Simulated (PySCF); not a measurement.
## Electron correlation in Cr²⁺ (chromium, charge +2)

[Ar] 3d3 4p1, one real determinant (an excited configuration). All numbers are calculated (PySCF 2.14, scalar relativity by spin-free X2C-1e, in x2c-TZVPPall with one added diffuse shell each of s, p, d, f type (7s6p5d3f1g, 80 functions)). Frozen: [Ar]; 4 electrons correlated.

| level | correlation energy (mhartree) |
| --- | --- |
| CCSD | -28.14 |
| (T) | -0.65 |
| CCSD(T) | -28.79 |

Diagnostics: T1 = 0.0058, D1 = 0.0134, largest double amplitude 0.085.

Task: Is a single reference adequate?

Result: Mostly. T1 lies below 0.03, but a double amplitude of this size points to a near-degeneracy that CCSD handles and MP2 describes poorly.

The reference is one real determinant that mixes LS terms of this configuration.
